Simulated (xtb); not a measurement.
C2H5NOSi, SMILES C[SiH2]N=C=O. All values are semi-empirical tight-binding results from xtb (GFN2-xTB unless named), good for trends rather than for accurate numbers. Geometry: GFN2-xTB. Other conformers were not sampled.

Computed properties:
```yaml
point_group_as_xtb_finds_it: Cs
orbital_gap: 5.55 eV
dipole_moment: 2.87 D
zero_point_energy: 41.4 kcal/mol
G − E(el) at 298.15 K (modified RRHO): 21.7 kcal/mol
static polarisability (D4 model): 62.3 bohr³
solvation energy, GFN2-xTB/ALPB(water): -0.5 kcal/mol
solvation energy, GFN2-xTB/ALPB(hexane): -3.0 kcal/mol
```
